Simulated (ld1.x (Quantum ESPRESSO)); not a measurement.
## Reading a pseudo-wave (Sb)

Columns: radius, all-electron u(r) and pseudo u(r) of the 5p shell (level -5.14 eV) of antimony in the configuration [Ar] 3d10 4s2 4p6 4d10 5s1.75 5p3.25; LDA (PZ), scalar-relativistic, ultrasoft scheme, ld1.x (Quantum ESPRESSO) 7.5.

```tsv
r (bohr)	all-electron	pseudo
0.090	0.0918	0.0323
0.180	-0.1342	0.1203
0.270	-0.1723	0.2397
0.360	-0.0426	0.3583
0.450	0.1195	0.4458
0.540	0.2371	0.4822
0.630	0.2885	0.4618
0.720	0.2800	0.3926
0.810	0.2278	0.2915
0.900	0.1484	0.1773
0.990	0.0551	0.0641
1.080	-0.0424	-0.0411
1.170	-0.1376	-0.1377
1.260	-0.2268	-0.2268
1.350	-0.3074	-0.3074
1.440	-0.3787	-0.3787
1.530	-0.4402	-0.4402
1.620	-0.4924	-0.4924
1.710	-0.5355	-0.5355
1.800	-0.5704	-0.5704
1.890	-0.5978	-0.5978
1.980	-0.6186	-0.6186
2.070	-0.6333	-0.6333
2.160	-0.6427	-0.6427
2.250	-0.6476	-0.6476
2.340	-0.6484	-0.6484
```

**Question.** How many radial nodes do the two functions have?

**Answer.** The all-electron 5p function has n − l − 1 = 3; the pseudo-wave has 1, since 1 lower shell of the same l stays in the valence.

**Question.** At about which radius was the pseudo-wave matched?

**Answer.** 1.25 bohr, where the columns begin to agree (steps of 0.09 bohr).

**Question.** Is the pseudo-wave norm-conserving?

**Answer.** No, it belongs to an ultrasoft set: the norm inside the radius is not constrained, and the difference is carried by the augmentation charge.
